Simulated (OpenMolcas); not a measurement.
## Pd III: effect of the IPEA shift

```yaml
Program: OpenMolcas
Basis: ANO-RCC-VTZP [7s6p4d2f1g]
Scalar_Hamiltonian: DKH2, point nucleus
Active_space: 8 electrons in 6 orbitals (4d 5s)
State_averaging: 2S+1 = 3 even, 55 roots; 2S+1 = 5 even, 10 roots kept (CI in the orbitals of an earlier block); 2S+1 = 1 even, 43 roots kept (CI in the orbitals of an earlier block)
Spin-orbit_coupling: RASSI with atomic mean-field integrals over the reference wave functions, term energies averaged over their components
```

Methods on the same reference wave functions:
A. CASSCF
B. MS-CASPT2, IPEA 0 Eh, imaginary shift 0.1 Eh (closed shells correlated: 4s 4p)
C. MS-CASPT2, IPEA 0.25 Eh, imaginary shift 0.1 Eh (closed shells correlated: 4s 4p)

Energies in cm⁻¹ above 4d⁸ ³F₄, the measured ground level; measured values from Moore, Atomic Energy Levels, vol. III, NSRDS-NBS 35 (1971 reprint of NBS Circular 467, 1958).

```
        Level      A      B      C  Measured
      4d⁸ ³F₄    0.0    0.0    0.0       0.0
      4d⁸ ³F₃   3297   3320   3320      3230
      4d⁸ ³F₂   5044   4710   4720      4687
      4d⁸ ³P₁  17536  13220  13500     13470
      4d⁸ ³P₀  17881  13470  13750     13699
      4d⁸ ¹G₄  22041  18420  18210     17880
   4d⁷ 5s ⁵F₅  48928  53790  54900     52916
   4d⁷ 5s ⁵F₄  50991  55840  56950     55089
      4d⁸ ¹S₀  51902  41800  41840          
   4d⁷ 5s ⁵F₃  52581  57440  58550     56742
   4d⁷ 5s ⁵F₂  53678  58520  59630     57845
   4d⁷ 5s ⁵F₁  54364  59170  60290     58527
4d⁷ 5s ³F₄(1)  59894  62350  63860          
4d⁷ 5s ³F₃(1)  62678  65100  66620          
   4d⁷ 5s ⁵P₃  65423  66460  68090     65708
   4d⁷ 5s ⁵P₁  66933  67800  69480     67151
   4d⁷ 5s ³G₅  68567  70320  72300     69986
   4d⁷ 5s ³G₄  69604  71280  73250     71047
```

Deviations, from unrounded energies. A percentage is the sum of absolute deviations over the sum of measured energies, with the sign that they share, or ± where signs differ.

```csv
Against measurement,Levels,A,B,C
mean absolute deviation (cm-1),14,2600,480,1400
fine structure of the ground term (%),2,+5.4,+1.5,+1.6
other terms of the ground configuration (%),3,+27.5,±2.3,+0.9
other configurations (%),9,-4.3,+1.0,+3.3
```

B lies closest to measurement on these levels and A furthest from it. The largest miss of B in the table is 4d⁷ 5s ⁵F₅, by +880 cm-1. The ranking rests on the paired levels alone, and a cruder setting can come out closer through cancelling errors.

Between B and C the level of the table that moves most is 4d⁷ 5s ³G₅, by 2000 cm-1 (lowest in B, highest in C). Moves below CASPT2's spread within the term are not significant.

The mean deviations of B to C differ by less than CASPT2's widest spread within a term (1600 cm-1), so their order carries little weight.

From A to B the spin-free energies of the other terms of 4d⁸ shown, above ³F, scale by factors of 0.69 to 0.81.

The lowest spin-free term lies below A's lowest term by 0.537 hartree in B, 0.529 hartree in C.

CASPT2 breaks the degeneracy within a term, and the mean is taken; among the terms shown or strongly mixed into the levels shown the widest spread is 1600 cm-1 (4d⁸ ¹G, B). Terms from blocks run as CI alone lack orbitals of their own. A single d shell beside an s shell can misplace configurations of different d count against each other. Without dynamic correlation excited terms often stand tens of per cent too high (terms of higher spin than the ground term too low), and those without a measured partner can miss by more than the paired ones (holds for A). Measured partners are found by configuration, term and J. A level has none where our copy of the source lacks it or the pairing is in doubt (some pairs that miss far off the trend of their configuration count as doubtful), and it then counts in no deviation. Levels of configurations outside the active space are missing. Levels that lie high or do not pair safely by name in every column are left out.

A number in round brackets counts repeated terms of one configuration in the order of the reference energies.
